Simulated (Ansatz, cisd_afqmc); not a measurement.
Species: GeSiH₅, charge 1, singlet. GeSiH5+ (parent SMILES [SiH2][GeH3], singlet).
B3LYP-D3(BJ)/def2-TZVP minimum from Ansatz (a program for electronic structure):
```xyz
7

Si     1.6414    -0.1694     0.0313
Ge    -0.7675     0.0804    -0.0195
H      2.5798     0.9192     0.3715
H      2.3471    -1.4434    -0.2142
H     -1.0958    -0.2495     1.4417
H     -1.0025     1.5394    -0.3952
H     -1.2494    -0.9677    -1.0167
```
Charge +1, spin multiplicity 1.

Total energies in def2-SVP, 12 correlated electrons, 19 frozen orbitals. Radicals and triplets start from unrestricted determinants; spin-orbit coupling is neglected. Correlated methods leave the cores frozen (noble-gas shells, and filled d and f shells in the p block). No relativity. The Monte Carlo rows (phaseless AFQMC, CISD trial, step 0.005/hartree) carry one-sigma bars that omit the constraint's bias. Outlying blocks are dropped, and bars are widened where a walk drifts. Over all cases where full CI ran beside it in this data, AFQMC minus full CI had a median of +0.1 mEh and passed +0.4 mEh in a tenth of the cases. The spin of H5GeSi+ (parent SMILES [SiH2][GeH3], singlet) was assumed, and the state is the lowest solution found for it.

```
method         program          energy (Eh)  minus CCSDT(Q) (mEh)
----------  ----------  -------------------  --------------------
HF              Ansatz          -2366.54555                228.77
MP2             Ansatz          -2366.72313                 51.20
CCSD            Ansatz          -2366.76788                  6.45
CCSD(T)         Ansatz          -2366.77301                  1.32
CCSDT(Q)        Ansatz          -2366.77433                  0.00
AFQMC/CISD  cisd_afqmc  -2366.7746 ± 0.0003            -0.3 ± 0.3
```

Rough core times of Ansatz's runs on a shared machine: CCSD(T) under 20 s, CCSDT(Q) 40 s.
